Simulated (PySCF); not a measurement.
H₃O, charge +1. Atoms are numbered in the order given.

```xyz
4

O      0.0000     0.0000     0.0742
H      0.8173     0.4719    -0.1977
H      0.0000    -0.9438    -0.1977
H     -0.8173     0.4719    -0.1977
```
Charge +1, spin multiplicity 1.

The structure is a stationary point at B3LYP-D3(BJ)/def2-TZVPD.

These are PBE/def2-TZVPD in PySCF values and carry that method's errors.

Symmetry labels are those of the subgroup Cs that the program uses (full group C3v).

Computed valence orbital energies around the gap with their symmetry:
| orbital | symmetry | energy (eV) |
|---|---|---|
| HOMO−4 | A' | -522.01 |
| HOMO−3 | A' | -37.03 |
| HOMO−2 | A" | -24.03 |
| HOMO−1 | A' | -24.03 |
| HOMO | A' | -18.65 |
| LUMO | A' | -8.20 |
| LUMO+1 | A" | -5.65 |
| LUMO+2 | A' | -5.65 |
| LUMO+3 | A' | -3.53 |
